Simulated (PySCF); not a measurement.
Si(F)2(SiH3)2 (F2H6Si3), SMILES F[Si]([SiH3])([SiH3])F.

Coordinates come from a TPSSh-D3(BJ)/def2-SVP optimisation.

Level of theory: PySCF with HF/def2-TZVP.

Isolated molecule, no solvent.

```yaml
total_energy: -1069.41418 hartree
point_group: C2v
highest_occupied_level: -10.64 eV
lowest_empty_level: 2.15 eV
orbital_gap: 12.79 eV
dipole_moment: 2.03 D
quadrupole, principal values (traceless, Buckingham form, about the centre of nuclear charge): -2.61, -2.56, 5.17 D·Å
mean_static_polarisability: 75.8 bohr³ (11.24 Å³)
polarisability_principal_values: 66.0, 69.2, 92.3 bohr³
```
